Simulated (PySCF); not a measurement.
**Computed structure and properties of Ce(OH)4**

System: Ce(OH)4 (singlet); start: template (S4). Method: PySCF 2.14.0, RKS B3LYP, Ce lcecp-2-SVP with ECP46, O def2-SVP, H def2-SVP; non-relativistic Hamiltonian with scalar-relativistic core potentials where named; density fitting; no spin-orbit coupling.

Input of the relaxation:

```python
mol = gto.M(atom='''
Ce    -0.00000     0.00000    -0.00000
O      1.22320     1.22320     1.22320
H      1.99030     1.49530     1.74280
O     -1.22320    -1.22320     1.22320
H     -1.99030    -1.49530     1.74280
O      1.22320    -1.22320    -1.22320
H      1.49530    -1.99030    -1.74280
O     -1.22320     1.22320    -1.22320
H     -1.49530     1.99030    -1.74280''',
    basis={'Ce': 'lcecp-2-SVP', 'O': 'def2-SVP', 'H': 'def2-SVP'},
    ecp={'Ce': 'lcecp-2-SVP'},
    charge=0, spin=0)
mf = dft.RKS(mol, xc='B3LYP')
mf.grids.atom_grid = (50, 194)  # f atoms: unpruned, at least (60, 302)
mf = mf.density_fit()  # fitting sets: Ce AutoAux, O def2-universal-JKFIT, H def2-universal-JKFIT
mf.conv_tol = 1e-08; mf.max_cycle = 55
mf.kernel(dm0)  # dm0: converged density of the start geometry
# quasi-Newton relaxation in Cartesian coordinates to a largest gradient under 0.00045 Eh/bohr, steps kept in the point group
```

Run from Python with OMP_NUM_THREADS=2; the lines above give its settings. Where DIIS fails, smearing, a level shift and second-order steps follow.
It took 56 s on 2 threads of Arm Neoverse V1, with other jobs on the host, from the converged density of the start.

Course of the relaxation:

```json
{"step": "0", "energy above end (eV)": "0.1042", "largest force component within the symmetry (eV/Å)": "0.428"}
{"step": "1", "energy above end (eV)": "0.0587", "largest force component within the symmetry (eV/Å)": "0.190"}
{"step": "2", "energy above end (eV)": "0.0485", "largest force component within the symmetry (eV/Å)": "0.089"}
{"step": "3", "energy above end (eV)": "0.0434", "largest force component within the symmetry (eV/Å)": "0.108"}
{"step": "4", "energy above end (eV)": "0.0205", "largest force component within the symmetry (eV/Å)": "0.365"}
{"step": "5", "energy above end (eV)": "0.0087", "largest force component within the symmetry (eV/Å)": "0.236"}
{"step": "6", "energy above end (eV)": "0.0037", "largest force component within the symmetry (eV/Å)": "0.085"}
{"step": "7", "energy above end (eV)": "0.0031", "largest force component within the symmetry (eV/Å)": "0.137"}
{"step": "8", "energy above end (eV)": "0.0013", "largest force component within the symmetry (eV/Å)": "0.024"}
{"step": "9", "energy above end (eV)": "0.0008", "largest force component within the symmetry (eV/Å)": "0.016"}
{"step": "10", "energy above end (eV)": "0.0001", "largest force component within the symmetry (eV/Å)": "0.012"}
{"step": "11", "energy above end (eV)": "0.0000", "largest force component within the symmetry (eV/Å)": "0.005"}
```

Relaxed geometry (Td):

```xyz
9

Ce    0.0000    0.0000    0.0000
O     1.3166    1.0795    1.2012
H     1.9193    1.5854    1.7516
O    -1.3166   -1.0795    1.2012
H    -1.9193   -1.5854    1.7516
O     1.0795   -1.3166   -1.2012
H     1.5854   -1.9193   -1.7516
O    -1.0795    1.3166   -1.2012
H    -1.5854    1.9193   -1.7516
```

| contact | Å |
| --- | --- |
| Ce1–O2 (OH) | 2.084 |
| Ce1–O4 (OH) | 2.084 |
| Ce1–O6 (OH) | 2.084 |
| Ce1–O8 (OH) | 2.084 |

On the finer grid (75, 302):

| Item | Value |
| --- | --- |
| HOMO | not given (4f levels lie in the core) |
| LUMO | not given (4f levels lie in the core) |
| Dipole about the centre of mass | 0.00 D |
| Set of Mulliken populations of Ce1 outside the core potential | s 2.14, p 6.34, d 1.93, f 0.19 |
| D3(BJ) dispersion energy (not in the energies) | -0.264 eV |

```tsv
atom	Mulliken (e)	Löwdin (e)	spin (e)
Ce1	1.41	1.15	0.00
O2	-0.54	-0.37	0.00
H3	0.19	0.09	0.00
O4	-0.54	-0.37	0.00
H5	0.19	0.09	0.00
O6	-0.54	-0.37	0.00
H7	0.19	0.09	0.00
O8	-0.54	-0.37	0.00
H9	0.19	0.09	0.00
```

The large-core potential holds the 4f shell empty.

A rough frequency check found all modes real, so this is a minimum.

Taking off one OH (charge -1, singlet; the rest: singlet) in vacuum, both parts rigid, costs 11.42 eV; the small basis without counterpoise inflates it. Most of it is the attraction of opposite charges; other ways to part are cheaper, and one spin state was tried for the rest.

Rigid scan of OH along the line from its metal:

```csv
distance to O2 (Å),energy (eV)
1.78,1.559
1.88,0.595
1.98,0.129
2.08,0.000
2.18,0.096
2.28,0.336
2.48,1.043
2.78,2.251
3.18,3.683
3.68,5.017
```

One start shape was tried, so this needn't be the lowest isomer.
